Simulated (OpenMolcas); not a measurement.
**4d6 along the 42-electron sequence**

| Item | Value |
| --- | --- |
| Program | OpenMolcas 26.06 |
| Method | SS-CASPT2, IPEA 0.25 Eh, imaginary shift 0.1 Eh |
| Basis | ANO-RCC-VTZP |
| Scalar Hamiltonian | DKH2, point nucleus |
| Spin-orbit coupling | RASSI with atomic mean-field integrals over the reference wave functions, term energies averaged over their components |

Active space for each ion: 6 electrons in 5 orbitals (4d); closed shells correlated by CASPT2: 4s 4p.

Computed levels in cm-1 above 5D4:

| Level | Ru2+ | Rh3+ | Ag5+ |
| --- | --- | --- | --- |
| 5D3 | 1156 | 1553 | 2570 |
| 5D2 | 1845 | 2430 | 3840 |
| 5D1 | 2290 | 3020 | 4780 |
| 5D0 | 2510 | 3300 | 5210 |
| 3P2(1) | 15940 | 18050 | 21880 |
| 3H6 | 16340 | 18530 | 22860 |
| 3H5 | 16590 | 18800 | 23150 |
| 3F3(1) | 18040 | 20610 | 25590 |
| 3F2(1) | 18560 | 21290 | 26540 |
| weight of 5D in the lowest level (%) | 99 | 98 | 97 |

Mixed levels, with the weight of the term that names them: Ag5+ 3H5 (73 %).

Measured, with the error of the calculation in %. Measured levels: Ru2+ from Moore, Atomic Energy Levels, vol. III, NSRDS-NBS 35 (1971 reprint of NBS Circular 467, 1958); Ag5+ from the list in Gamrath, thesis, University of Mons (2023).

```json
{"Level": "5D3", "Ru2+": "1159 (-0.3)", "Ag5+": "2692 (-4.6)"}
{"Level": "5D2", "Ru2+": "1826 (+1.0)", "Ag5+": "3953 (-3.0)"}
{"Level": "5D1", "Ru2+": "2266 (+1.2)", "Ag5+": "4941 (-3.3)"}
{"Level": "5D0", "Ru2+": "2476 (+1.3)", "Ag5+": "5380 (-3.2)"}
{"Level": "3P2(1)", "Ru2+": "", "Ag5+": "21042 (+4.0)"}
{"Level": "3H6", "Ru2+": "", "Ag5+": "21512 (+6.3)"}
{"Level": "3H5", "Ru2+": "", "Ag5+": "21812 (+6.1)"}
{"Level": "3F3(1)", "Ru2+": "", "Ag5+": "24441 (+4.7)"}
{"Level": "3F2(1)", "Ru2+": "", "Ag5+": "25306 (+4.9)"}
```

The fine-structure level 5D0 changes by a factor of 2.08 from Ru2+ to Ag5+. Its fourth root runs 7.08, 7.58, 8.50, with steps per unit of Z of 0.50, 0.46; equal steps would mean a (Z - σ)^4 law with constant σ.

3P2(1) changes by a factor of 1.37 over the same range, with steps per unit of Z of +2110, +1920 cm-1.

Term energies are means over components that CASPT2 splits; among the terms shown or strongly mixed into the levels shown the widest spread is 130 cm-1 (4d6 3F(1), Rh3+). Terms from blocks run as CI alone lack orbitals of their own. Levels of configurations with an s electron are missing; early in the row they begin among the upper levels of the d shell and mix with terms of their name (holds for Ru2+). Computed and measured levels are paired by configuration, term and J; levels that our copy of the source lacks, or whose pairing is in doubt (as where it misses far off the trend of its configuration), stay unpaired and out of the deviations. Only configurations of the active space appear.

A number in round brackets counts repeated terms of one configuration in the order of the reference energies.
